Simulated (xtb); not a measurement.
Nb(NH)(F)2(OH) (F2H2NNbO), SMILES [NH]=[Nb]([OH])([F])[F], multiplicity 1. All values are semi-empirical tight-binding results from xtb (GFN2-xTB unless named), good for trends rather than for accurate numbers. Geometry: GFN2-xTB. The spin state was assumed, not searched. The structure was generated by enumeration; whether it is a known compound was not checked. The values are those of a single conformer.

Optimised geometry:

```xyz
7

Nb    -0.0053     0.0305     0.0009
N      0.6079    -0.9279    -1.3548
H      0.9701    -1.4144    -2.1730
F      1.2140    -0.2920     1.3614
F     -1.5914    -0.8104     0.4673
O     -0.1776     1.7500    -0.4839
H     -0.1928     2.5818    -0.9667
```
Charge 0, spin multiplicity 1.

For metal compounds this method's bond lengths and energies can be far off.

Computed properties:
- point group as xtb finds it: Cs
- orbital gap: 3.46 eV
- zero-point energy: 17.5 kcal/mol
- G − E(el) at 298.15 K (modified RRHO): -2.5 kcal/mol

Computed atomic charges and the Wiberg bond orders between heavy atoms:
charges (e) Nb1 0.48, N2 -0.23, H3 0.26, F4 -0.23, F5 -0.23, O6 -0.38, H7 0.35. Bond orders Nb1–N2 2.46, Nb1–F4 1.15, Nb1–F5 1.15, Nb1–O6 1.41.
